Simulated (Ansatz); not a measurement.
One change: `C=C=CCl` becomes `C=C=C[CH2][GeH3]`.

Ansatz, PBE0-D4/def2-TZVP geometries, multiplicity 1. Each molecule was computed in one conformer, which needn't be the lowest.

Scalar relativity is left out up to krypton.

| property | `C=C=CCl` |
| --- | --- |
| size of the dipole moment (ωB97M-V/def2-TZVPP) / D | 1.65 |
| size of the dipole moment (PBE/def2-TZVPP) / D | 1.54 |
| HOMO energy (B3LYP/def2-TZVPP) / eV | -7.13 |
| LUMO energy (ωB97M-V/def2-TZVPP) / eV | 1.43 |
| HOMO–LUMO gap (ωB97M-V/def2-TZVPP) / eV | 10.96 |
| HOMO–LUMO gap (PBE/def2-TZVPP) / eV | 4.42 |

Give the same properties after the change, and the shifts. (Best estimate.)

Computed: 
```
                                          property  `C=C=C[CH2][GeH3]`  shift
size of the dipole moment (ωB97M-V/def2-TZVPP) / D                0.48  -1.17
    size of the dipole moment (PBE/def2-TZVPP) / D                0.52  -1.02
               HOMO energy (B3LYP/def2-TZVPP) / eV               -6.77   0.36
             LUMO energy (ωB97M-V/def2-TZVPP) / eV                2.02   0.59
           HOMO–LUMO gap (ωB97M-V/def2-TZVPP) / eV               11.13   0.17
               HOMO–LUMO gap (PBE/def2-TZVPP) / eV                5.06   0.64
```

With PBE0 the HOMO rises by 0.39 eV and the LUMO rises by 0.88 eV, so the gap widens by about 0.49 eV. PBE moves the HOMO by 0.29 eV and ωB97M-V by 0.42 eV. Dipoles are sizes alone; their direction can turn.

B3LYP here is the variant with VWN-RPA as its local correlation; programs differ in this.
